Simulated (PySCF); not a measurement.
A TDDFT job was run through a driver script with this input:

```
{"job": {"kind": "uv", "xc": "B3LYP", "basis": "def2-SVPD", "nstates": 8, "ntriplets": 3}, "charge": 0, "multiplicity": 1}
C      2.349914     0.479210    -0.011457
C      1.043422     0.525968     0.161520
C      0.029068    -0.079355    -0.757479
C     -0.719647    -1.237109     0.004190
O     -1.929392    -0.758328     0.536440
Al    -2.298495     0.742234    -0.173883
O     -0.911375     0.901356    -1.139639
H      2.790069    -0.011648    -0.863685
H      3.033440     0.925698     0.690062
H      0.598192     1.031491     1.012387
H      0.510028    -0.479350    -1.656631
H     -0.928943    -2.053895    -0.693119
H     -0.085939    -1.612276     0.814217
H     -3.481021     1.625532     0.000152
```

Its output, with some lines taken out ([cut]) and without the SCF cycles:

```
converged SCF energy = -549.2970219871

[cut]

Singlet excitations
state   eV       nm        f      main configurations
  1   5.6491    219.5   0.00387   H->L 0.88, H-1->L 0.09
  2   5.8701    211.2   0.01489   H-1->L 0.83, H->L 0.08
[cut]
  4   6.3074    196.6   0.01643   H-1->L+1 0.53, H->L+1 0.27, H->L+2 0.14
[cut]
  6   6.4283    192.9   0.02319   H-1->L+2 0.46, H->L+2 0.26, H-2->L 0.11
[cut]
[cut]

[cut]
```

Computed, not measured: TDDFT B3LYP/def2-SVPD, vertical, gas phase, core orbitals frozen in the response (PySCF). Geometry: GFN2-xTB, one conformer, isolated molecule.

**Question.** What stood in the cut lines?

**Answer.** 
```
Static polarisability (au): isotropic 75.778, principal 62.053 68.239 97.041
  3   6.0350    205.4   0.00728   H->L+1 0.53, H-1->L+1 0.38
  5   6.3852    194.2   0.01213   H-2->L 0.82
  7   6.8303    181.5   0.01507   H-3->L 0.36, H-2->L+1 0.36, H-1->L+2 0.09
  8   6.8847    180.1   0.00408   H-4->L 0.31, H-3->L 0.23, H-2->L+1 0.15
Triplet excitations (Tamm-Dancoff, eV): 4.5581 5.3161 5.7113
```

**Question.** What share of the summed oscillator strength falls to the strongest level in this window?

**Answer.** State 6 at 193 nm: 0.0232 of 0.0969, or 24%.

**Question.** Give the energy of state 1 in hartree, cm⁻¹ and kJ/mol.

**Answer.** 0.20760 hartree, 45563 cm⁻¹, 545.1 kJ/mol.

**Question.** How many basis functions and electrons does this run hold?

**Answer.** 206 basis functions for 60 electrons in 30 doubly occupied orbitals.

**Question.** Which species is it?

**Answer.** `C=C[C@H]1C[O][AlH][O]1` (C4H7AlO2), point group C1.

H and L stand for HOMO and LUMO.

Conformer computed: `[CH2:1]=[CH:2][C@H:3]1[CH2:4][O:5][AlH:6][O:7]1`: C1–C2–C3–C4 115°.
